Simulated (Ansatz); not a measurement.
Spectroscopic constants of SnS, closed-shell singlet (the spin of the measured ground state). No spin–orbit coupling.

D_e counts from the fitted minimum to each atom's lowest state at the same level, without counterpoise. The singlet is restricted.

Correlated levels freeze the inner cores; with def2 sets outer-core shells near the valence are correlated too. CBS(a, b) extrapolates the correlation energy as X⁻³ and adds the Hartree–Fock energy of set b.

Run with Ansatz (a quantum-chemistry and plane-wave program) with Gaussian orbitals. Values without a source in brackets are computed. In def2 rows elements past Kr take small-core potentials, without spin–orbit coupling.

PBE/def2-TZVPP gives 123.14 kcal/mol for the bond energy D_e.

**Question.** Predict the shift from PBE, with its sign, for: r2SCAN/def2-TZVPP, PBE0/def2-TZVPP, wB97M-V/def2-TZVPP, B2PLYP/def2-TZVPP, CCSD(T)/CBS(def2-TZVPP, def2-QZVPP).

**Answer.** r2SCAN/def2-TZVPP -4.91; PBE0/def2-TZVPP -8.27; wB97M-V/def2-TZVPP -7.96; B2PLYP/def2-TZVPP -6.85; CCSD(T)/CBS(def2-TZVPP, def2-QZVPP) -3.21 kcal/mol. 0 of 5 lie above PBE; the widest gap is to PBE0/def2-TZVPP.
